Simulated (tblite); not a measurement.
Input of a run (GFN2-xTB geometry optimisation, gas phase (tblite 0.8.0)), started from a force field or distance geometry:
```
{"job": {"kind": "relax", "xc": "GFN2-xTB", "basis": "xTB"}, "charge": 0, "multiplicity": 1}
C      2.076800    -0.198600    -0.581400
O      0.981800     0.727000    -0.510100
C     -0.253900     0.207300     0.026100
C     -0.107300    -0.088000     1.514700
C     -1.248200     1.386700    -0.102600
C     -0.835300    -1.042500    -0.712900
F     -2.043800    -1.364700    -0.188700
F     -0.024600    -2.115800    -0.475900
Cl    -1.005300    -0.837200    -2.466100
H      2.290000    -0.641000     0.395800
H      1.866600    -0.975200    -1.323100
H      2.948300     0.354800    -0.908700
H     -1.080000    -0.292800     2.005300
H      0.373900     0.741300     2.042800
H      0.523600    -0.963600     1.694300
H     -0.895300     2.256500     0.473000
H     -2.246100     1.130800     0.254500
H     -1.329900     1.721400    -1.148600
```

Output (eV, eV/Å):
```
step      E/eV     max force
  0    -908.18683    1.431
  1    -908.26761    0.627
  2    -908.29975    0.359
  3    -908.31245    0.329
  4    -908.32287    0.246
  5    -908.32983    0.230
  6    -908.33696    0.192
  7    -908.34138    0.126
  8    -908.34394    0.102
  9    -908.34532    0.089
 10    -908.34637    0.088
 11    -908.34738    0.070
 12    -908.34844    0.074
 13    -908.34940    0.069
 14    -908.35008    0.071
 15    -908.35049    0.058
 16    -908.35081    0.044
 17    -908.35112    0.043
 18    -908.35142    0.041
 19    -908.35170    0.043
 20    -908.35202    0.045
 21    -908.35241    0.050
 22    -908.35285    0.059
 23    -908.35321    0.043
 24    -908.35344    0.030
 25    -908.35361    0.030
 26    -908.35376    0.032
 27    -908.35390    0.028
 28    -908.35402    0.025
 29    -908.35414    0.027
 30    -908.35429    0.037
 31    -908.35446    0.045
 32    -908.35463    0.035
 33    -908.35477    0.032
 34    -908.35489    0.029
 35    -908.35504    0.033
 36    -908.35524    0.040
 37    -908.35548    0.044
 38    -908.35568    0.037
 39    -908.35579    0.020
 40    -908.35585    0.016
 41    -908.35589    0.021
 42    -908.35594    0.028
 43    -908.35600    0.027
 44    -908.35605    0.022
 45    -908.35611    0.022
 46    -908.35619    0.033
 47    -908.35631    0.037
 48    -908.35643    0.031
 49    -908.35653    0.025
 50    -908.35661    0.023
 51    -908.35670    0.033
 52    -908.35679    0.031
 53    -908.35688    0.022
 54    -908.35694    0.018
 55    -908.35700    0.021
 56    -908.35705    0.024
 57    -908.35710    0.019
 58    -908.35715    0.018
 59    -908.35721    0.021
 60    -908.35730    0.037
 61    -908.35746    0.045
 62    -908.35766    0.037
 63    -908.35785    0.032
 64    -908.35799    0.031
 65    -908.35807    0.043
 66    -908.35822    0.034
 67    -908.35832    0.025
 68    -908.35843    0.028
 69    -908.35853    0.029
 70    -908.35869    0.038
 71    -908.35886    0.031
 72    -908.35897    0.018
 73    -908.35903    0.020
 74    -908.35907    0.021
 75    -908.35913    0.024
 76    -908.35919    0.018
 77    -908.35922    0.019
 78    -908.35927    0.017
 79    -908.35929    0.015
 80    -908.35934    0.013
 81    -908.35938    0.013
 82    -908.35941    0.014
 83    -908.35944    0.014
 84    -908.35946    0.009
```

Question: Summarise the run.

Answer: The energy falls by 16.7 kJ/mol over 84 L-BFGS steps, the largest force on an atom goes from 1.43 to 0.009 eV/Å, and the atoms move by 0.160 Å rms after alignment. The bond that changes most is O2–C3 (ether oxygen to sp3 carbon bound to oxygen), which shortens by 0.036 Å. Bonds longer at the end by more than 0.005 Å: 3 of 17; shorter: 11. Among the angles that change most is O2–C3–C6, from 115.5° to 110.9°. Among the dihedrals that turn most is C1–O2–C3–C4, from 69° to 55°. The energy never rose by more than 1e-5 eV on the way. The first step brought 47 % of the lowering.

Question: What are the final bond lengths?

Answer: C1–O2 1.414 Å, O2–C3 1.407 Å, C3–C4 1.533 Å, C3–C5 1.531 Å, C3–C6 1.553 Å, C6–F7 1.348 Å, C6–F8 1.350 Å, C6–Cl9 1.779 Å, C1–H10 1.093 Å, C1–H11 1.092 Å, C1–H12 1.088 Å, C4–H13 1.087 Å, C4–H14 1.087 Å, C4–H15 1.087 Å, C5–H16 1.086 Å, C5–H17 1.086 Å, C5–H18 1.086 Å. Numbering counts from 1 in the input's order; the species is `COC(C)(C)C(F)(F)Cl`.

Its GFN2-xTB frequencies are all real (lowest 54 cm⁻¹). The numbers are those of one conformer. 3 starts were optimised and ended at 0.00, 0.01 and 0.95 kcal/mol (GFN2-xTB); the lowest of these is shown.

The numbers are calculated, not measured.
